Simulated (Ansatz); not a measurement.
Reaction (formal exchange of groups at a Ga–O bond): `C[O][Ga]([NH2])[OH]` + CH₄ → `[CH3][Ga]([NH2])[OH]` + CH₃OH

Computed with Ansatz on PBE0-D4/def2-TZVP structures; ΔE is electronic, products minus reactants. CBS: MP2 limit from def2 TZ/QZ plus the TZ coupled-cluster correction, frozen cores. This one scheme is used for every species. DFT in def2-TZVPP. B3LYP here is the variant with VWN-RPA as its local correlation; programs differ in this. For Ga outer-core shells are correlated without core-valence functions, which leaves a few kJ/mol of doubt a bond. Scalar relativity is left out up to krypton. Each species was taken in one conformer, which may not be the lowest.

| level | ΔE (kJ/mol) | difference from CCSD(T)/CBS |
| --- | --- | --- |
| revPBE-D4 | 55.0 | -0.5 |
| r2SCAN-D4 | 60.9 | 5.4 |
| B3LYP-D4 | 61.3 | 5.8 |
| ωB97X-V | 59.9 | 4.4 |
| ωB97M-V | 55.8 | 0.3 |
| BLYP | 58.9 | 3.4 |
| RPA@PBE/def2-TZVPP | 61.2 | 5.7 |
| CCSD/def2-TZVPP | 61.4 | 5.9 |
| HF/def2-QZVPP | 69.5 | 14.0 |
| SCS-MP2/def2-QZVPP | 62.5 | 7.0 |
| CCSD(T)/CBS | 55.5 | 0 |

Largest T1 diagnostic among the species: 0.013.

From BLYP to BHLYP (50 % exact exchange), in def2-TZVPP and without D4, ΔE moves by +3.1 kJ/mol. At CCSD(T), def2-SVP lies +19.7 kJ/mol from the extrapolated value and def2-TZVPP +6.1 kJ/mol.

CCSD(T)/CBS has its own doubt, a few kJ/mol and more with outer-core shells, so smaller differences from it don't rank the levels.
